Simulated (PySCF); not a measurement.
Zr(Cl)(OH)(Me)2 (C₂H₇ClOZr), SMILES [CH3][Zr]([CH3])([OH])[Cl], multiplicity 1. Geometry optimised at PBE-D3(BJ)/def2-SVP. The spin state was assumed, not searched. The def2 effective core potentials stand for the cores of Zr; spin–orbit coupling is left out. The values are those of a single conformer.

**Question.** Give the equilibrium geometry at PBE-D3(BJ)/def2-SVP (PySCF confirms it by a frequency run) as bond lengths and angles, and its point group. (Estimate from the structure and the level; the computed values follow.)

**Answer.** Several could match; the one computed here: point group Cs.
Atoms: Zr1 Cl2 O3 H4 C5 H6 H7 H8 C9 H10 H11 H12. Bond lengths (Å): Zr1–Cl2 2.380, Zr1–O3 1.915, Zr1–C5 2.216, Zr1–C9 2.216, O3–H4 0.968, C5–H6 1.114, C5–H7 1.113, C5–H8 1.112, C9–H10 1.112, C9–H11 1.113, C9–H12 1.114. Bond angles (°): Cl2–Zr1–O3 118.2, Cl2–Zr1–C5 109.8, Cl2–Zr1–C9 109.8, O3–Zr1–C5 106.9, O3–Zr1–C9 106.9, C5–Zr1–C9 104.4, Zr1–O3–H4 165.2, Zr1–C5–H6 109.8, Zr1–C5–H7 110.7, Zr1–C5–H8 113.1, H6–C5–H7 107.8, H6–C5–H8 107.7, H7–C5–H8 107.5, Zr1–C9–H10 113.1, Zr1–C9–H11 110.7, Zr1–C9–H12 109.8, H10–C9–H11 107.5, H10–C9–H12 107.7, H11–C9–H12 107.8.
Charge 0, spin multiplicity 1.
